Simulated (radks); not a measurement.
Hg13+, configuration [Kr] 4d10 4f14 5s2 5p5. Calculated with a radial shooting solver on a logarithmic mesh with Libxc functionals: Dirac Kohn-Sham, PBE, spin-unpolarised, spherical densities, point nucleus; open shells are shared between the two j in proportion to 2j + 1. Some entries of the table are withheld. Estimate them.

orbital,occ.,eigenvalue (eV),<r^2> (bohr^2)
1s1/2,2,-83304.81,0.0003806
2s1/2,2,-14962.38,0.005736
2p1/2,2,-14363.59,0.004053
2p3/2,4,-12415.28,0.005239
3s1/2,2,-3741.465,(1)
3p1/2,2,-3472.491,0.03389
3p3/2,4,-3040.601,0.04028
3d3/2,4,-2596.812,0.03082
3d5/2,6,-2504.229,0.03256
4s1/2,2,-1015.960,(2)
4p1/2,2,(3),0.1825
4p3/2,4,(4),0.2143
4d3/2,4,-607.6453,(5)
4d5/2,6,-588.0493,(6)
5s1/2,2,-352.0348,0.8127
4f5/2,6,-344.9958,0.2620
4f7/2,8,-340.6707,0.2685
5p1/2,1.66667,(7),(8)
5p3/2,3.33333,(9),(10)

Answer. 
(1) 3s1/2 <r^2> (bohr^2): 0.03721
(2) 4s1/2 <r^2> (bohr^2): 0.1794
(3) 4p1/2 eigenvalue (eV): -900.6026
(4) 4p3/2 eigenvalue (eV): -795.9517
(5) 4d3/2 <r^2> (bohr^2): 0.2240
(6) 4d5/2 <r^2> (bohr^2): 0.2349
(7) 5p1/2 eigenvalue (eV): -310.8741
(8) 5p1/2 <r^2> (bohr^2): 0.8983
(9) 5p3/2 eigenvalue (eV): -287.9500
(10) 5p3/2 <r^2> (bohr^2): 1.029
